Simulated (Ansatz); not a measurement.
CH$_{6}$BFGeSi (`F[B]1C[SiH2][GeH2]1`). Charge 0, multiplicity 1.

Cartesian coordinates in Å:
```
F -0.627 -2.586 -0.128
B -0.328 -1.307 -0.029
C 0.250 -0.435 -1.211
Si 0.411 1.238 -0.308
Ge -0.460 0.055 1.581
H -0.429 -0.418 -2.073
H 1.199 -0.838 -1.586
H 1.816 1.723 -0.228
H -0.437 2.305 -0.904
H -1.859 0.431 2.096
H 0.463 -0.168 2.791
```

Task: What are the harmonic wavenumbers in cm⁻¹ at PBE0-D4/def2-TZVP (Ansatz, finite differences of forces, unscaled)? (Best estimate.)

Result: Ansatz gave: 95i, 228, 242, 248, 319, 345, 376, 486, 542, 573, 596, 690, 734, 737, 843, 928, 942, 980, 1042, 1332, 1369, 2134, 2142, 2210, 2222, 3044, 3092.

Task: Is this a minimum?

Result: No: 1 imaginary mode, so it is a saddle point.
